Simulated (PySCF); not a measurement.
**K: excitation energy**

K [Ar] 4s1 (2S) → K [Ar] 3d1 (2D), as a difference of total energies. Computed with PySCF 2.14 in def2-TZVPPD, with no relativity, point nucleus. Correlated levels: valence and next inner shell: [Ne] frozen. The calculations carry no spin-orbit coupling.

| method | excitation energy (eV) | difference from reference (eV) |
| --- | --- | --- |
| UHF | 3.406 | +0.736 |
| MP2 (valence and next inner shell) | 3.575 | +0.905 |
| SCS-MP2 (valence and next inner shell) | 3.547 | +0.877 |
| CCSD (valence and next inner shell) | 3.569 | +0.899 |
| CCSD(T) (valence and next inner shell) | 3.575 | +0.905 |
| CCSDT (valence and next inner shell) | 3.576 | +0.906 |

Reference: 2.670 eV (measured; NIST levels, between the centres of gravity of the two terms).

These non-relativistic numbers lack the scalar-relativistic shift.

Errors of the correlated levels include the incompleteness of this basis and the frozen core.
